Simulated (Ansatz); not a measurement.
# Cost against result

Saddle point of TiH2SeF4, singlet (TiF₄ ([F][Ti]([F])([F])[F]) + H₂Se → TiHSeF₃ ([F][Ti]([F])([F])[SeH]) + HF (still joined by a long Ti–F bond); bonds formed: F2–H6; dative contacts that become bonds: Ti1–Se7; bonds broken: H6–Se7; bonds weakened to dative contacts: Ti1–F2), PBE0-D4/def2-TZVP structure:

Ti1  (-0.650, 0.196, -0.485)
F2  (-0.725, -0.700, 1.303)
F3  (0.174, 0.776, -1.914)
F4  (-1.768, 1.465, -0.115)
F5  (-1.390, -1.221, -1.172)
H6  (0.416, -0.374, 1.486)
Se7  (1.699, 0.511, 0.806)
H8  (2.243, -0.653, 0.091)
(Å)

Barriers are electronic and count from the start structure reached by relaxing down the imaginary mode.

Ansatz 0.2.0; basis: as named in each row; cores frozen in the correlated methods. Filled d shells of the heavier atoms are correlated. The def2 sets are not built for correlating such inner shells, so the correlated values are less sure here. B3LYP uses VWN-RPA correlation. Extrapolation: Hartree–Fock as exp(−7.88 √X), correlation as X^−2.97.

Times are rough, for one single point on 4 threads of a shared host (AMD EPYC 7R13), with one NVIDIA H100 (or a share of it) where marked.

The estimate by CCSD(T) at an estimated basis limit (MP2 extrapolated from triple and quadruple zeta, plus CCSD(T) − MP2 in triple zeta) is 105.3 kJ/mol.

```csv
method,basis,time (s),barrier (kJ/mol),method less estimate
HF,STO-3G,under 1,104.8,-0.5
PBE-D4,STO-3G,under 1,16.2,-89.1
SPW92,def2-SVP,under 1,53.3,-52.0
PBE-D4,def2-SVP,1,79.2,-26.1
SPW92,def2-TZVPP,2,58.9,-46.4
B3LYP-D4,6-31G,2,101.8,-3.4
PBE0-D4,def2-SVP,2,93.8,-11.5
PBE-D4,def2-TZVPP,2,82.8,-22.5
BLYP-D4,def2-TZVPP,3,95.8,-9.4
B3LYP-D4,def2-TZVPP,4,104.5,-0.8
BHLYP-D4,def2-TZVPP,4,120.3,15.0
r2SCAN-D4,def2-TZVPP,5,90.3,-15.0
PBE0-D4,def2-TZVPP,5,95.4,-9.9
MP2,def2-QZVPP,5 (H100),98.1,-7.2
CAM-B3LYP-D4,def2-TZVPP,6,109.2,4.0
wB97M-V,def2-SVP,7,103.9,-1.4
r2SCAN0-D4,def2-TZVPP,7,99.5,-5.8
CCSD(T),def2-TZVPP,7 (H100),107.7,2.4
B2PLYP,def2-TZVPP,9,104.0,-1.2
PBE-QIDH,def2-TZVPP,9,101.4,-3.9
RPA on PBE,def2-TZVPP,9,105.3,0.0
B97M-V,def2-TZVPP,10,109.5,4.3
wB97X-V,def2-TZVPP,10,112.7,7.4
wB97M-V,def2-TZVPP,12,108.5,3.2
CCSD(T),def2-SVP,25,118.7,13.5
```

All methods are single points on the PBE0-D4 structures.

The T1 diagnostic stays at or below 0.022.

Exchanges of this kind with a chalcogen hydride build sulfide and selenide films.

Labels in which every atom is bracketed show which atoms are joined, not bond orders.
